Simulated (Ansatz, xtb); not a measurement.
## Relative energy of two conformers of CH3FTe

Structure a: `C[Te]F`, a singlet. Structure b: `C[Te]F`, a singlet. Both are isolated molecules in the gas phase, relaxed with BLYP-D3(BJ)/def2-SVP.

a (Å):

```xyz
6

C    -0.7735   -0.7016   -0.7158
F     1.1727    1.1881    0.6465
Te   -0.0980   -0.1887    1.3077
H    -1.8488   -0.4846   -0.8401
H    -0.1674   -0.0154   -1.3378
H    -0.5347   -1.7519   -0.9576
```

b (Å):

```yaml
atoms:
  - { symbol: C, position_ang: [-0.2627, 2.3793, 0.9433] }
  - { symbol: F, position_ang: [1.1469, -0.0872, 2.0630] }
  - { symbol: Te, position_ang: [-0.5144, 0.8933, 2.5271] }
  - { symbol: H, position_ang: [-0.2728, 1.8716, -0.0370] }
  - { symbol: H, position_ang: [0.6844, 2.9233, 1.1046] }
  - { symbol: H, position_ang: [-1.1205, 3.0763, 1.0209] }
```

Problem. Estimate E(b) − E(a) at the level CCSD(T)/def2-TZVPP.

Solution. Too close to call at this level: CCSD(T)/def2-TZVPP gives E(b) − E(a) = −0.70 kcal/mol.

How the difference moves with the method:

```csv
level,geometry,E(b) − E(a) (kcal/mol),departure from the last row (kcal/mol),"job, with rough time for the two"
BLYP-D3(BJ)/def2-SVP,BLYP-D3(BJ)/def2-SVP,−0.09,+0.62,"optimisation, 66 s"
HF/def2-TZVPP,BLYP-D3(BJ)/def2-SVP,−0.96,−0.26,part of the CCSD(T) run
MP2/def2-TZVPP,BLYP-D3(BJ)/def2-SVP,−0.76,−0.06,part of the CCSD(T) run
CCSD(T)/def2-TZVPP,BLYP-D3(BJ)/def2-SVP,−0.70,,"single point, 5.2 min"
```

The largest departure from CCSD(T)/def2-TZVPP is that of BLYP-D3(BJ)/def2-SVP, 0.62 kcal/mol. Levels run at GFN2-xTB geometries aren't shown.

With harmonic frequencies from BLYP-D3(BJ)/def2-SVP (ideal gas, rigid rotor, one conformer each, 298.15 K, 1 atm): on the last row, ΔE + ΔZPE = −0.67 kcal/mol. A mode under 50 cm⁻¹ makes harmonic enthalpies and free energies unreliable, so none is given.

The correlated steps freeze 6 core orbitals; the filled d shell of Te is correlated, in a basis made for valence electrons. Atoms past krypton carry core potentials in the def2 sets and no spin–orbit term is included. Run with Ansatz 0.2.0; the last row on 1 thread of AMD EPYC (Zen 3) on a shared host.
